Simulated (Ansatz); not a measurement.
One change: `N=C[SiH](N)N` becomes `NC[SiH](N)N`.

Ansatz, PBE0-D4/def2-TZVP geometries, multiplicity 1. Each molecule was computed in one conformer, which needn't be the lowest.

```
                                        property  `N=C[SiH](N)N`
         HOMO–LUMO gap (ωB97M-V/def2-TZVPP) / eV           10.63
             HOMO–LUMO gap (PBE/def2-TZVPP) / eV            3.66
             HOMO energy (B3LYP/def2-TZVPP) / eV           -6.62
size of the dipole moment (B3LYP/def2-TZVPP) / D            1.49
  size of the dipole moment (PBE/def2-TZVPP) / D            1.43
           HOMO–LUMO gap (B3LYP/def2-TZVPP) / eV            5.70
```

(1) Give the same properties after the change, and the shifts. (An estimate is asked.)

Results:

(1) Computed: 
```json
{"property": "HOMO–LUMO gap (ωB97M-V/def2-TZVPP) / eV", "`NC[SiH](N)N`": "10.54", "shift": "-0.09"}
{"property": "HOMO–LUMO gap (PBE/def2-TZVPP) / eV", "`NC[SiH](N)N`": "4.63", "shift": "0.97"}
{"property": "HOMO energy (B3LYP/def2-TZVPP) / eV", "`NC[SiH](N)N`": "-5.95", "shift": "0.67"}
{"property": "size of the dipole moment (B3LYP/def2-TZVPP) / D", "`NC[SiH](N)N`": "1.61", "shift": "0.12"}
{"property": "size of the dipole moment (PBE/def2-TZVPP) / D", "`NC[SiH](N)N`": "1.58", "shift": "0.15"}
{"property": "HOMO–LUMO gap (B3LYP/def2-TZVPP) / eV", "`NC[SiH](N)N`": "6.28", "shift": "0.58"}
```

With PBE0 the HOMO rises by 0.68 eV and the LUMO rises by 1.35 eV, so the gap widens by about 0.67 eV. PBE moves the HOMO by 0.65 eV and ωB97M-V by 0.67 eV. Dipoles are sizes alone; their direction can turn.

B3LYP here is the variant with VWN-RPA as its local correlation; programs differ in this.
